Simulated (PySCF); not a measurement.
## Assigning NMR signals

Cartesian coordinates in Å; atom numbers follow the order of the lines, from 1:
```xyz
17

Si   -1.9618    0.9788   -0.0454
C    -1.4550   -0.8507    0.1377
C    -0.1259   -1.0451    0.8742
C     0.9749   -0.3232    0.1872
C     1.8372   -0.7423   -0.7805
O     2.6329    0.2993   -1.1205
C     2.2169    1.3045   -0.3458
N     1.2438    0.9979    0.4429
H    -1.8137    1.6616    1.2362
H    -3.3697    0.9890   -0.4610
H    -1.1688    1.6313   -1.0870
H    -2.2287   -1.3954    0.6817
H    -1.3832   -1.3151   -0.8480
H     0.1215   -2.1088    0.9310
H    -0.2141   -0.6508    1.8875
H     1.9885   -1.6774   -1.2778
H     2.6983    2.2586   -0.4226
```

Gas phase, no relativistic terms, single conformer, averaged over atoms made equivalent by symmetry, fast rotation or ring inversion. Geometry from GFN2-xTB; σ from GIAO-PBE0/pcSseg-1; PySCF.

Chemical shifts δ = σref − σ; $^{13}$C (186.93 ppm) and $^{1}$H (31.72 ppm) vs TMS, all at this level.

Problem. Assign these signals to the numbered atoms. $^{13}$C{$^{1}$H} NMR (computed): δ 155.2 (CH), 150.8 (C), 140.3 (CH), 27.7 (CH2), 15.0 (CH2).

Solution. 
155.2 → C7, aromatic CH between two ring heteroatoms
150.8 → C4, substituted aromatic carbon next to a ring nitrogen
140.3 → C5, aromatic CH next to the ring oxygen
27.7 → C3, sp3 CH2 on an aromatic ring: saturated and bonded to C and H only
15.0 → C2, sp3 CH2 bonded to Si

Problem. Assign these signals to the numbered atoms. $^{1}$H NMR (300 MHz, computed): δ 7.70 (m, 1H), 7.61 (m, 1H), 3.73 (t, 3H), 2.99 (t, 2H), 1.01 (m, 2H).

Solution. 
7.70 → H17, hydrogen on an aromatic CH between two ring heteroatoms: it sits in the deshielding region of the aromatic ring current
7.61 → H16, hydrogen on an aromatic CH next to the ring oxygen: the ring current deshields protons in the ring plane
3.73 → H9/H10/H11, hydrogen on a silicon bonded to C
2.99 → H14/H15, hydrogen on an sp3 CH2 on an aromatic ring: benzylic-type position, deshielded by the ring
1.01 → H12/H13, hydrogen on an sp3 CH2 bonded to Si

H17 and H16 lie closer than the usual error of such a calculation, so a measured spectrum could show them in the other order.

Shifts are as computed. Against solution values, carbons near 30 ppm lie about +3 ppm off and those near 130 ppm about +5 ppm. Of 1211 compounds with measured shifts, 218 miss one by over three times the rms of a fit or turn the order of signals round; such compounds aren't used in these exercises. Multiplicities follow the n + 1 count of equivalent neighbours, as no J values were calculated; m marks all less simple cases, F and P coupling included.
